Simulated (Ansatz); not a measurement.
One arrangement of a pair

The pair of N2 (SMILES N#N, atoms 1–2) and SiH3F (SMILES [SiH3]F, atoms 3–7), both closed shells, in one local arrangement (a lower one may exist), relaxed at PBE0-D4/def2-TZVP:

```xyz
7
angstrom
N 0.5158 0.1477 -2.3252
N 0.2481 -0.3046 -3.2793
Si -0.1307 0.0592 1.1416
F -0.9446 -0.9893 0.2462
H 1.3169 -0.2099 0.9804
H -0.5406 -0.1304 2.5534
H -0.4651 1.4274 0.6830
```

Program: Ansatz 0.2.0. Basis: def2-TZVPPD, with def2-QZVPPD for the basis limit. Cores are frozen in the correlated methods. B3LYP uses VWN-RPA correlation. Extrapolation: Hartree–Fock as exp(−7.88 √X), correlation as X^−2.97. Interaction energies count from these two fragments, frozen as in the pair, with the counterpoise correction; negative means bound.

(1) What is the interaction energy by CCSD(T) at an estimated basis limit (MP2 extrapolated from triple and quadruple zeta, plus CCSD(T) − MP2 in triple zeta)? (An estimate is asked for; the value comes from the calculation.)

(2) Which atoms make the shortest contact between the fragments?

T1 diagnostic: at most 0.014.

Results:

(1) The calculation gives: -3.6 kJ/mol. Hartree–Fock alone gives 1.0 kJ/mol at the basis limit, so without correlation the pair would not bind at this distance. It counts from the two fragments frozen as in the pair.

The same quantity by other methods in triple zeta, and each one's difference from that estimate:
| method | E_int (kJ/mol) | difference |
| --- | --- | --- |
| PBE-D4 | -4.1 | -0.5 |
| revPBE-D4 | -2.5 | 1.1 |
| BLYP-D4 | -2.6 | 1.0 |
| r2SCAN-D4 | -3.4 | 0.2 |
| B97M-V | -3.8 | -0.2 |
| PBE0-D4 | -3.7 | -0.1 |
| B3LYP-D4 | -3.2 | 0.4 |
| HSE06-D4 | -3.7 | -0.1 |
| wB97X-V | -3.9 | -0.3 |
| wB97M-V | -3.6 | 0.0 |
| B2PLYP | -1.3 | 2.3 |
| HF | 1.0 | 4.6 |
| MP2 | -3.5 | 0.1 |
| CCSD | -2.6 | 1.0 |
| CCSD(T) | -3.2 | 0.4 |
Differences are method less estimate.

(2) N1 and F4, 3.17 Å apart.

Basis-set superposition shift (counterpoise-corrected less uncorrected): CCSD(T) 1.4; MP2 1.4; HF 0.2; PBE0-D4 0.2; wB97M-V 0.3 kJ/mol.

For scale, one of the runs: CCSD(T)/def2-TZVPPD, 213 basis functions, launched by `ansatz run in.yaml --threads 4 --pin off --events-out ev --progress --plain --max-ram 9574MiB`. Hardware: 4 CPU threads of an Arm Neoverse V2, shared host. Wall time 41 s; peak host memory 3.1 GiB.
